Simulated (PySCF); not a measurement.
C4H7NSi, SMILES C#CC(=C)[SiH2]N.

Geometry: PBE-D3(BJ)/def2-SVP. This is a generated structure with no PubChem entry under its InChIKey; it may be hypothetical. The values are those of a single conformer.

Method: SMD-ωB97X/6-31G* (PySCF).

Solvation free energies are E(SMD) − E(gas) at the gas-phase geometry, for 1 M in both phases. In vacuum the dipole moment is 1.42 D.

Problem. Estimate the solvation free energies in water, acetone, dimethylsulfoxide. (The exact figures need the calculation; the answer reports its results.)

Solution. 
| solvent | ΔG(solv) (kcal/mol) | its non-electrostatic (CDS) part | dipole (D) |
|---|---|---|---|
| water | -1.3 | 6.6 | 1.80 |
| acetone | -5.5 | 2.0 | 1.77 |
| dimethylsulfoxide | -3.5 | 4.3 | 1.79 |
